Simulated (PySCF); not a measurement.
C7H15 (doublet state).
Geometry (GFN2-xTB, Å), atoms numbered from 1 in this order:
```xyz
22
C7H15 angstrom
C      3.078    0.310    0.169
C      1.738   -0.174    0.531
C      0.658    0.422   -0.407
C     -0.788   -0.018   -0.119
C     -0.943   -1.533   -0.267
C     -1.224    0.407    1.285
C     -1.693    0.674   -1.147
H      3.434    1.253    0.538
H      3.642   -0.175   -0.603
H      1.501    0.117    1.556
H      1.701   -1.262    0.449
H      0.911    0.145   -1.433
H      0.714    1.511   -0.337
H     -0.385   -2.061    0.501
H     -1.990   -1.813   -0.173
H     -0.588   -1.861   -1.242
H     -1.069    1.475    1.428
H     -0.666   -0.130    2.048
H     -2.280    0.192    1.430
H     -1.415    0.387   -2.158
H     -2.733    0.396   -0.987
H     -1.613    1.755   -1.064
```

The hyperfine couplings belong to this conformer and change with its torsions.

The species is `[CH2]CCC(C)(C)C` [radical].

Method: UKS B3LYP, pcH-1 on C H, non-relativistic, mean-field spin-orbit, GIAO (PySCF). Geometry: GFN2-xTB, one conformer, isolated molecule. A GFN2-xTB geometry isn't a minimum of the functional, and hyperfine couplings can be far from their values at a DFT geometry. Stability of the SCF solution: not tested.

**Question.** Match the computed a_iso(13C) values +96.3, +85.3, -31.0, +7.6, +1.3 MHz (means over equivalent nuclei) with the sites C1; C2; C3; C4; C5/C6/C7.

**Answer.** 
| site | a_iso (MHz) | ρ(0) (bohr⁻³) | position | distance from C1 (Å) | spin population | largest \|T\| (MHz) |
| --- | --- | --- | --- | --- | --- | --- |
| C1 | +96.3 | +0.0856 | largest spin population | 0.00 | +1.09 | 161.4 |
| C2 | -31.0 | -0.0276 | 1 bond from C1 | 1.47 | -0.09 | 2.6 |
| C3 | +85.3 | +0.0759 | 2 bonds from C1 | 2.49 | +0.05 | 13.4 |
| C4 | +7.6 | +0.0068 | 3 bonds from C1 | 3.89 | +0.01 | 3.7 |
| C5/C6/C7 | +1.3 | +0.0012 | 4 bonds from C1 | 4.62 | 0.00 | 0.6 |

**Question.** The isotropic 1H couplings, averaged over equivalent nuclei, are -62.0, +35.5, -4.0, +0.8 MHz. Assign them to H8/H9; H10/H11; H12/H13; H14 (×9).

**Answer.** 
```tsv
site	a_iso (MHz)	ρ(0) (bohr⁻³)	position	distance from C1 (Å)	bound to	spin population there	largest |T| (MHz)
H8/H9	-62.0	-0.0139	α, 1 bond from C1	1.07	C1	+1.09	39.3
H10/H11	+35.5	+0.0079	β, 2 bonds from C1	2.11	C2	-0.09	9.5
H12/H13	-4.0	-0.0009	γ, 3 bonds from C1	2.70	C3	+0.05	8.1
H14 (×9)	+0.8	+0.0002	5 bonds from C1	4.94	C5/C6/C7	0.00	1.5
```

ρ(0) is the spin density at the nucleus and T the dipolar tensor; entries for several nuclei are means. The largest Mulliken spin populations are on C1 (+1.09) and C2 (-0.09). No atom but C1 exceeds +0.15. The positive populations add up to 1.18 and the negative ones to -0.18, together 2S = 1. The angles at C1 add up to 359.1°, so it is planar; its axial dipolar tensor and the negative couplings of its protons fit spin in a p orbital normal to that plane.

Examples of negative spin density at the nucleus (bohr⁻³): C2 (-0.0276) and H8/H9 (-0.0139).

Nuclei that the bonding pattern makes equivalent are averaged, as if the motion that swaps them (rotation, inversion, ring flip) were fast.

Hardware: one thread, Arm Neoverse V2 (aarch64), shared host with 96 logical CPUs at a one-minute load of 99. Cost: 1.7 min (grids of density and orbitals included), 1.1 GiB resident at most.
